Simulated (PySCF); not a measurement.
SMILES C(=C)[Si](Cl)(Cl)C=C (C4H6Cl2Si), CAM-B3LYP/def2-SVP optimised geometry.

```
13

C      1.64    -0.44    -0.49
C      0.89    -1.42     0.00
Si    -0.97    -1.42     0.00
Cl    -1.59    -2.49     1.66
Cl    -1.67    -2.44    -1.66
C     -1.75     0.26     0.00
C     -1.21     1.34     0.57
H      2.73    -0.49    -0.49
H      1.21     0.47    -0.92
H      1.38    -2.31     0.41
H     -2.73     0.35    -0.48
H     -0.24     1.31     1.06
H     -1.72     2.31     0.56
```

Density from CAM-B3LYP/def2-TZVP run with PySCF at that geometry.

Minimum of the electron density along straight lines between bonded atoms, close to the bond critical point (lines longer than 1.1 times the sum of covalent radii, or with two minima, are not listed):

```
bond     length / Å  ρ at the minimum / e bohr⁻³  ∇²ρ there / e bohr⁻⁵  position (fraction from the first atom)
-------  ----------  ---------------------------  --------------------  ---------------------------------------
C1–C2         1.335                        0.350                 -1.07                                     0.51
C2–Si3        1.855                        0.130                  0.17                                     0.61
Si3–Cl4       2.071                        0.098                  0.20                                     0.36
Si3–Cl5       2.070                        0.098                  0.20                                     0.36
Si3–C6        1.855                        0.130                  0.17                                     0.39
C6–C7         1.335                        0.350                 -1.07                                     0.49
C1–H8         1.095                        0.280                 -0.99                                     0.65
C1–H9         1.095                        0.281                 -0.99                                     0.65
C2–H10        1.097                        0.276                 -0.95                                     0.65
C6–H11        1.097                        0.276                 -0.95                                     0.65
C7–H12        1.095                        0.281                 -0.99                                     0.65
C7–H13        1.095                        0.280                 -0.99                                     0.65
```
